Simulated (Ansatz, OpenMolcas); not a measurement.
**The same job for Ansatz**

This OpenMolcas 26.06 job computes GeHF3 (SMILES [F][GeH]([F])[F]):

mol.xyz:
```
5

F     -0.249800    -0.734100     1.483000
Ge     0.095600    -0.008700    -0.023300
F     -0.673100     1.515700    -0.011300
F     -0.708100    -0.944000    -1.204000
H      1.585200     0.097300    -0.285700
```

calc.inp:
```
&GATEWAY
BasLib = $CurrDir
Coord = mol.xyz
Basis = aug-cc-pVDZ
Group = NoSym
&SEWARD
GridInput
Grid=UltraFine
End of Grid
&SCF
KSDFT = HYB_GGA_XC_BHANDHLYP
Thresholds = 1e-10 1e-07 1e-07 1e-05
PrOrbitals = 1 2
&ALASKA
```

```bash
$ export MOLCAS_MEM=1860
$ pymolcas calc.inp > calc.log
```

(Basis files named in the input come from the Basis Set Exchange and aren't shown.)

The shape is that of a PBE0-D4/def2-TZVP optimisation.

It gives a total energy of -2377.125107 Eh.

**Question.** Translate the job to Ansatz 0.2.0 as an input file of the program's own, asking for the energy.

**Answer.** This input was run:

run.yaml:
```yaml
crystal:
  periodic: [false, false, false]
  atoms:
    - {symbol: F, position_ang: [-0.249800, -0.734100, 1.483000]}
    - {symbol: Ge, position_ang: [0.095600, -0.008700, -0.023300]}
    - {symbol: F, position_ang: [-0.673100, 1.515700, -0.011300]}
    - {symbol: F, position_ang: [-0.708100, -0.944000, -1.204000]}
    - {symbol: H, position_ang: [1.585200, 0.097300, -0.285700]}
basis:
  gaussian:
    orbitals: aug-cc-pVDZ
accuracy: high
output: {orbitals: {seedname: orbitals}}
magnetization:
  spin_polarized: false
  initial_magnetization: 0
hamiltonian:
  xc: {name: BHLYP}
```

```bash
$ ansatz run run.yaml --threads 1 --pin off --max-ram 3480MiB --events-out events.jsonl --progress --plain --runs-dir runs
```

Its energy is -2377.125108 Eh, the same as the first but for the last digit, at most.
